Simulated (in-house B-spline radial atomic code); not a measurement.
Values are calculated unless marked as measured or tabulated.
**K in an electron gas of r_s = 4: phase shifts, screening and friction**

A nucleus sits in a uniform electron gas with a rigid positive background. The Kohn-Sham equations are solved self-consistently in the spin-unpolarised LDA (PW92), non-relativistic, on B-splines with outgoing waves at the boundary and partial waves to l = 8. The model has no lattice, no bands and no magnetic solution. Atomic units; δ_l are the phase shifts at the Fermi level, counted so that each bound state adds π, and good to about 0.0005.

The density parameter is r_s = 4 bohr.

```csv
l,δ_l (rad)
0,9.4743
1,6.4912
2,0.1936
3,-0.0079
4,-0.0019
5,0.0001
6,0.0000
7,0.0000
8,0.0000
```

Bound levels below the band bottom (hartree): s -128.2, s -12.65, p -10.09, s -1.1, p -0.5136.

Problem. Check the Friedel sum rule, and say where the screening charge sits.

Solution. k_F = (9π/4)^(1/3)/r_s = 0.47979. The rule is Z = (2/π) Σ (2l + 1) δ_l. The terms are s 6.032, p 12.397, d 0.616, f -0.035 and -0.010 beyond, in all 19.000 against Z = 19. Bound states hold 6 s, 12 p, 0 d electrons, so the scattering states carry 1.00 in all.

Problem. Find the transport cross section and the electronic stopping of a 5 keV K ion (mass 39.1 u).

Solution. σ_tr = (4π/k_F²) Σ (l + 1) sin²(δ_l − δ_(l+1)). The terms for l = 0 to 3 are 0.0249, 0.0004, 0.1202, 0.0001, all together 0.1457, so σ_tr = 54.589 × 0.1457 = 7.951 bohr². With n = 3/(4π r_s³) = 0.00373, the friction coefficient is Q = n k_F σ_tr = 0.0142. For v well below v_F = 0.480, dE/dx = Q v; with 24801 eV per u at v = 1, v = √(5000/(24801 × 39.1)) = 0.0718, so dE/dx = 0.00102 hartree/bohr = 0.525 eV/nm. The largest term couples the d and f waves.
